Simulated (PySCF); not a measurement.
C6H11N3.
Z-matrix (Å and degrees, PBE0-D3(BJ)/def2-SVP geometry), rows numbered from 1:
```
C 
C   1  1.5282
C   2  1.5286  1  111.51
C   2  1.4983  1  111.36  3  -124.92
C   4  1.4106  2  130.39  1    60.70
N   5  1.3291  4  108.57  2   179.27
N   6  1.3135  5  103.90  4    -0.20
C   7  1.4390  6  122.09  5   176.43
N   7  1.3174  6  115.80  5     0.37
H   1  1.1001  2  111.31  3  -178.46
H   1  1.1021  2  111.08  3    61.48
H   1  1.1011  2  110.80  3   -58.05
H   2  1.1022  1  108.48  3   119.27
H   3  1.1012  2  110.83  1    57.69
H   3  1.1000  2  111.26  1   178.10
H   3  1.1021  2  111.02  1   -61.90
H   5  1.0881  4  130.35  2    -0.25
H   8  1.0961  7  108.47  6    31.69
H   8  1.0962  7  108.53  6   151.63
H   8  1.1009  7  110.87  6   -88.35
```

All values: PBE0/def2-SVPD (PySCF, non-relativistic), on one gas-phase PBE0-D3(BJ)/def2-SVP geometry that isn't relaxed in the solvent. The solvent is an IEF-PCM continuum (cavity from Bondi-type radii × 1.2), and excitations are vertical TDDFT with non-equilibrium linear response and a frozen core. Specific hydrogen bonds and non-electrostatic terms are outside this model.

Gas-phase singlets (H = HOMO, L = LUMO):

| state | E (eV) | λ (nm) | f | leading configurations |
| --- | --- | --- | --- | --- |
| S1 | 6.335 | 196 | 0.210 | H→L 93% |
| S2 | 6.416 | 193 | 0.000 | H-2→L 98% |
| S3 | 6.987 | 177 | 0.033 | H→L+1 94% |
| S4 | 7.249 | 171 | 0.009 | H-3→L 81%, H→L+2 10% |
| S5 | 7.303 | 170 | 0.000 | H→L+2 84%, H-3→L 10% |

Q: Give the list for acetone (ε = 20.49), n² = 1.85.

A: 
```json
{"state": "S1", "E (eV)": "6.205", "λ (nm)": "200", "f": "0.267", "leading configurations": "H→L 95%", "change by rank (eV)": "-0.130"}
{"state": "S2", "E (eV)": "6.561", "λ (nm)": "189", "f": "0.000", "leading configurations": "H-2→L 96%", "change by rank (eV)": "+0.145"}
{"state": "S3", "E (eV)": "7.096", "λ (nm)": "175", "f": "0.044", "leading configurations": "H→L+1 94%", "change by rank (eV)": "+0.109"}
{"state": "S4", "E (eV)": "7.265", "λ (nm)": "171", "f": "0.011", "leading configurations": "H-3→L 85%", "change by rank (eV)": "+0.016"}
{"state": "S5", "E (eV)": "7.373", "λ (nm)": "168", "f": "0.006", "leading configurations": "H-1→L 51%, H→L+3 44%", "change by rank (eV)": "+0.070"}
```

Q: The ground-state energy changes by -0.236 eV from gas to acetone. By how much does the total energy of gas-phase S1 change?

A: E(S1) = E(S0) + excitation energy, so it changes by -0.236 − 0.130 = -0.366 eV: it is lowered more than the ground state, which is what a red shift means. This is the vertical state, with the slow part of the continuum still set for S0.

Q: How do the frontier levels move from gas to acetone?

A: 
| orbital | gas (eV) | solvent (eV) | change (eV) | Löwdin shares, gas | Löwdin shares, solvent |
| --- | --- | --- | --- | --- | --- |
| LUMO+2 | 1.03 | 1.24 | +0.21 | C8 35 %, H20 11 %, H19 11 %, H18 11 % | C8 31 %, H20 8 %, H18 8 %, H19 8 % |
| LUMO+1 | 0.78 | 0.89 | +0.11 | C1 13 %, C3 12 %, C8 9 %, C5 8 % | C8 12 %, C1 11 %, C5 11 %, C3 11 % |
| LUMO | -0.02 | -0.19 | -0.17 | N6 26 %, N9 22 %, N7 20 %, C5 11 % | N6 26 %, N9 23 %, N7 21 %, C5 11 % |
| HOMO | -7.23 | -7.29 | -0.06 | N7 24 %, C4 22 %, C5 22 %, N9 6 % | N7 24 %, C4 22 %, C5 21 %, N9 5 % |
| HOMO-1 | -8.23 | -8.46 | -0.23 | N9 33 %, N6 31 %, C5 14 %, N7 10 % | N9 33 %, N6 30 %, C5 13 %, N7 10 % |
| HOMO-2 | -8.34 | -8.64 | -0.30 | N6 43 %, N9 36 %, C5 6 %, N7 5 % | N6 43 %, N9 31 %, C5 6 %, N7 4 % |
| HOMO-3 | -8.94 | -9.06 | -0.12 | N9 25 %, C4 13 %, C5 12 %, C2 12 % | N9 26 %, C2 14 %, C4 12 %, C5 9 % |

The HOMO–LUMO gap goes from 7.20 to 7.10 eV.

On an Arm Neoverse V2 with one thread, shared host, this took 63 s and 1.2 GiB of memory at its peak. This is the whole response run at PBE0/def2-SVPD in acetone, SCF included.
